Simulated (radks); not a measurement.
Problem. All-electron atom: neutral barium in [Xe] 6s2 (the NIST ground configuration). All-electron calculation, Dirac Kohn-Sham, B86b exchange with PBE correlation, spin-unpolarised, spherical densities, finite nucleus; Fermi nuclear charge, rms radius 4.8378 fm. Program: a radial shooting solver on a logarithmic mesh with Libxc functionals. Some entries of the table are withheld. Estimate them.

orbital,occ.,eigenvalue (eV),r(max) (bohr)
1s1/2,2,-37230.08,0.01642
2s1/2,2,-5882.344,0.09302
2p1/2,2,-5541.121,0.07107
2p3/2,4,-5159.310,0.07614
3s1/2,2,-1241.746,0.2665
3p1/2,2,-1098.496,0.2531
3p3/2,4,-1024.695,0.2642
3d3/2,4,(1),0.2133
3d5/2,6,(2),0.2165
4s1/2,2,-243.6547,0.6254
4p1/2,2,-191.5778,0.6375
4p3/2,4,-176.2015,0.6615
4d3/2,4,-91.1491,(3)
4d5/2,6,-88.5357,(4)
5s1/2,2,-33.6366,1.473
5p1/2,2,(5),(6)
5p3/2,4,(7),(8)
6s1/2,2,-3.2462,4.146
5d3/2,0,-2.1055,2.456
5d5/2,0,-1.9832,2.505
6p1/2,0,-1.3428,5.242
6p3/2,0,-1.2060,5.449

Solution. 
(1) 3d3/2 eigenvalue (eV): -773.3519
(2) 3d5/2 eigenvalue (eV): -757.6217
(3) 4d3/2 r(max) (bohr): 0.6909
(4) 4d5/2 r(max) (bohr): 0.6989
(5) 5p1/2 eigenvalue (eV): -20.1704
(6) 5p1/2 r(max) (bohr): 1.626
(7) 5p3/2 eigenvalue (eV): -18.1002
(8) 5p3/2 r(max) (bohr): 1.694
